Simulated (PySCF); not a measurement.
**Tl²⁺ (thallium, charge +2) across methods**

[Xe] 4f14 5d10 6p1, 2P determinant (an excited configuration). All numbers are calculated (PySCF 2.14, the spin-free X2C one-electron Hamiltonian (Gaussian nucleus), in aug-cc-pVTZ-DK3 (9s8p6d3f, 84 functions)).

```
method   E (hartree)  mean ε 5d α (eV)  mean ε 5d β (eV)  mean ε 6p α (eV)  Σ⟨r²⟩ (bohr²)   ⟨S²⟩
r2SCAN     -20246.51           -35.211           -35.050           -17.634          47.16  0.755
   PBE     -20246.56           -34.779           -34.599           -17.466          47.32  0.752
  PBE0     -20246.28           -36.932           -36.758           -18.140          47.27  0.753
  MN15     -20260.27           -37.683           -37.508           -18.816          47.23  0.754
   LDA     -20234.13           -35.035           -34.863           -17.640          47.24  0.751
   UHF  -20240.56342           -42.277           -42.131           -19.540          47.72  0.757
 B3LYP     -20246.79           -36.490           -36.349           -18.064          47.37  0.752
```

Spin-orbit coupling, absent here, splits the open shell strongly.
